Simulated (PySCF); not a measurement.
# One molecule, several mistakes: BC2GeH5

These are calculations, not measurements. They come from PySCF 2.14.0, an open-source quantum chemistry program, on an isolated molecule that a program drew, which may never have been made. The molecule is BC2GeH5 (charge 0, singlet), drawn as the SMILES string `CC=[B][GeH]`.

Each row is a Hartree-Fock (HF) and frozen-core CCSD(T) single point in the cc-pVDZ basis, meant for a local HF minimum. Run 1 is clean. Each other run has one planted mistake out of seven kinds, and not every kind appears here: one electron removed, one electron added, multiplicity raised by two, geometry at a saddle point, minimal basis STO-3G, one bond length entered in bohr, all coordinates scaled. The reference is restricted for singlets and unrestricted otherwise, and also for a bond in bohr. Adding or removing an electron swaps singlet and doublet. Electrons count all cores. HOMO and LUMO are orbital energies over both spins, the gradient is its largest component, and the lowest frequency (negative if imaginary) is given only where the gradient is small. Bond lengths are over the 8 bonds as drawn. T1 is the CCSD diagnostic: over 0.02 (restricted) or 0.045 (unrestricted) a single reference is doubtful. Germanium has the cc-pVDZ-PP basis, with a core potential (ECP10MDF) in place of its 10 inner electrons, and its 3s, 3p and 3d shells are frozen in CCSD(T).

Geometry of the clean run:
```xyz
9
BC2GeH5, angstrom
C     0.1085    0.3818    0.3035
C    -1.1493    0.4968   -0.5174
B    -1.5673    1.5436   -1.3509
Ge   -2.3276    2.9683   -2.6000
H     0.6883   -0.4951    0.0028
H     0.7463    1.2599    0.1989
H    -0.1308    0.2621    1.3638
H    -1.8337   -0.3508   -0.4580
H    -1.0641    3.8890   -2.3515
```

```
run  electrons  basis functions  <S^2>  HOMO (eV)  LUMO (eV)  gradient (hartree/bohr)  lowest frequency (cm^-1)  mean bond (Å)  longest bond (Å)      T1  HF (hartree)  CCSD(T) (hartree)                          mistake
  1         54               90  0.000      -8.50       0.18                  3.3e-05                       104         1.3627             2.042  0.0179    -396.62535         -397.12498                         no fault
  2         53               90  0.999     -14.56      -6.06                  5.1e-02                         -         1.3627             2.042  0.0526    -396.36685         -396.81832             one electron removed
  3         54               90  1.148      -7.77      -0.02                  6.9e-03                         -         1.5897             3.858  0.0407    -396.53580         -397.00062  one bond length entered in bohr
  4         54               90  2.021      -6.50      -0.29                  7.8e-02                         -         1.3627             2.042  0.0239    -396.58048         -397.04837       multiplicity raised by two
  5         55               90  0.815      -1.31       6.98                  1.1e-02                         -         1.3627             2.042  0.0216    -396.64611         -397.15183                                ?
```

**Which mistake was planted in run 5, and what did it cost?**

It counts 55 electrons, one more than the clean run, at the same geometry and basis. So the mistake is: one electron added. Subtracting run 1 and multiplying by 627.51 kcal/mol a hartree, the energy moved by -13.0 kcal/mol in HF and -16.8 kcal/mol in CCSD(T).

Cautions from the logs. Run 2: T1 is over the limit, so its CCSD(T) energy is less reliable.
